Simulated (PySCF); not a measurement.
# Magnetic susceptibility: `O=S(=O)(F)Br`, BrFO2S

Geometry:
```tsv
atom	x (Å)	y (Å)	z (Å)
O1	-0.488	1.420	-0.337
S2	-0.165	0.056	-0.176
O3	-0.459	-0.942	-1.128
F4	-0.791	-0.427	1.241
Br5	1.913	-0.104	0.383
```

The calculation used GIAO LDA/pcSseg-1 magnetisability, non-relativistic, IEF-PCM dimethylsulfoxide (PySCF). Geometry: GFN2-xTB.

The calculation is non-relativistic, which matters for the atoms heavier than Zn.

How diamagnetic is it, and how anisotropic?

Isotropic -880 × 10⁻³⁰ J/T², or -53.0 × 10⁻⁶ cm³/mol; principal values -1013, -822, -806 × 10⁻³⁰ J/T², anisotropy 199 × 10⁻³⁰ J/T² (root of half the summed squared differences of the principal values). The susceptibility is in cgs units.

Split it along the inertial axes a, b, c into diamagnetic and paramagnetic parts about the centre of mass, with the quadrupole moment.


```
axis  χ (10⁻⁶ cm³/mol)  diamagnetic (10⁻⁶ cm³/mol)  paramagnetic (10⁻⁶ cm³/mol)  summed x² of all electrons (Å²)  quadrupole Θ (D Å)
   a             -61.0                      -302.2                        241.2                            118.5               +4.06
   b             -48.6                      -652.5                        603.9                             36.0               -0.07
   c             -49.5                      -655.6                        606.1                             35.2               -3.99
```
Anisotropies 2χaa − χbb − χcc = -23.9 and 2χbb − χaa − χcc = +13.4 × 10⁻⁶ cm³/mol. Θ is traceless in Buckingham's convention.
